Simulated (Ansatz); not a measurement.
C9H20 can be A, `CC(C)C(C)C(C)(C)C`, or B, `CCCCCC(C)(C)C`.

Isolated molecules relaxed with PBE0-D4/def2-TZVP in Ansatz; ΔE leaves out vibrations. CCSD(T)/CBS adds triple-zeta CCSD(T) − MP2 to the extrapolated MP2 energy (def2 sets, frozen cores). Functionals use def2-TZVPP. B3LYP here is the variant with VWN-RPA as its local correlation; programs differ in this. One conformer a species, not always the lowest.

(1) Which is lower in electronic energy at CCSD(T)/CBS, and by how much? (An estimate is asked.)

(2) Give E(B) − E(A) in kcal/mol with B3LYP, ωB97M-V, B3LYP-D4, MP2/def2-TZVPP, CCSD/def2-TZVPP, HF/def2-TZVPP, CCSD(T)/def2-TZVPP. (Best estimate.)

Largest T1 diagnostic: 0.009.

Results:

(1) Ansatz gave: B, by 1.7 kcal/mol.

(2) Ansatz gave: B3LYP -5.8, ωB97M-V -1.9, B3LYP-D4 -3.0, MP2/def2-TZVPP -0.7, CCSD/def2-TZVPP -2.4, HF/def2-TZVPP -7.5, CCSD(T)/def2-TZVPP -1.5. None reverses the order clearly.

Leaving LDA and LC-ωPBE aside and taking each functional with its dispersion term where it has one, the values, not all of them listed here, spread over 2.0 kcal/mol, from B2PLYP to revPBE-D4. LDA lies +3.7 kcal/mol from PBE without D4. The D4 term adds +2.9 kcal/mol with B3LYP and +1.6 kcal/mol with PBE0; it sums over pairs of atoms, weighted by their polarisabilities, and B3LYP, whose exchange is more repulsive, gets the larger term.
